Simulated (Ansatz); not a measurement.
Molecule: sum formula Si$_{2}$H$_{3}$F$_{2}$ (charge 0, doublet). It need not be the lowest isomer of its formula. 
Geometry from a B3LYP-D3(BJ)/def2-TZVP (Ansatz, a quantum-chemistry and plane-wave program) optimisation:
SMILES: [SiH](F)[SiH2]F
```xyz
7

F      1.9181     1.2415     0.1939
Si     1.1664    -0.1098    -0.2841
Si    -1.1169     0.0643     0.2927
F     -1.8637    -1.1765    -0.4137
H      1.8848    -1.2481     0.3553
H     -1.3890    -0.0229     1.7474
H     -1.6780     1.3231    -0.2443
```
Charge 0, spin multiplicity 2.

Atomisation energy built up term by term with Ansatz (kcal/mol; UHF references for open shells; valence terms freeze the core; atomic spin-orbit terms are left out). CBS marks a two-point X^-3 extrapolation of the correlation energy; Hartree-Fock from the larger set.

| term | basis | kcal/mol |
|---|---|---|
| Hartree-Fock | aug-cc-pV(Q+d)Z | 417.10 |
| CCSD correlation | CBS(aug-cc-pV(T+d)Z,aug-cc-pV(Q+d)Z) | 128.11 |
| (T) | CBS(aug-cc-pV(T+d)Z,aug-cc-pV(Q+d)Z) | 7.80 |
| core correlation | cc-pwCVTZ | -0.30 |
| scalar relativity (X2C) | cc-pVTZ-DK against cc-pVTZ | -1.68 |
| sum: De |  | 551.0 |

(T) makes 1.4 % of the CCSD(T) atomisation energy; under 5 % is typical of single-reference molecules.
